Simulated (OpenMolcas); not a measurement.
P2+: the spin-orbit constant, worked from levels

```json
{
  "Program": "OpenMolcas 26.06",
  "Basis": "ANO-RCC-VQZP [6s5p3d2f1g]",
  "Scalar Hamiltonian": "DKH2, point nucleus",
  "Active space": "1 electron in 9 orbitals (RAS2 3p; RAS3 3d 4s, at most 1 electron)",
  "State averaging": "2S+1 = 2 odd, 3 roots; 2S+1 = 2 even, 6 roots",
  "Spin-orbit coupling": "state interaction with AMFI integrals over the reference wave functions, term energies averaged over their components"
}
```

Methods: RASSCF; SS-RASPT2, IPEA 0.25 Eh, imaginary shift 0.1 Eh (closed shells correlated: 2s 2p 3s). Measured levels: Martin, Zalubas and Musgrove, J. Phys. Chem. Ref. Data 14, 751 (1985).

**The spin-orbit constant.** For the Hund term ²P° of p1, E(J) = (A/2) J(J+1) + constant and ζ = 2S·A = A. From J = 1/2 to J = 3/2 the energy changes by 1.5 A.

```tsv
Source	E(3/2) - E(1/2)	A	ζ
RASSCF	493.7	329.1	329
SS-RASPT2	493.7	329.1	329
measured	559.1	372.7	373
```

All in cm-1. SS-RASPT2 is off by -11.7 % and RASSCF by -11.7 %. Both methods take the spin-orbit matrix elements from the reference wave functions, so the second can move ζ only through the term energies and any multistate remixing.

With one active electron the reference holds no correlation, so core polarisation is missing (holds for RASSCF). With one active electron, CASPT2 adds the correlation within the correlated inactive shells and between them and that electron, and leaves the splitting within a term as the reference gives it (holds for SS-RASPT2). Computed and measured levels are paired by configuration, term and J; levels that our copy of the source lacks, or whose pairing is in doubt (as where it misses far off the trend of its configuration), stay unpaired and out of the deviations. Levels of configurations outside the active space are missing.

° marks odd parity.
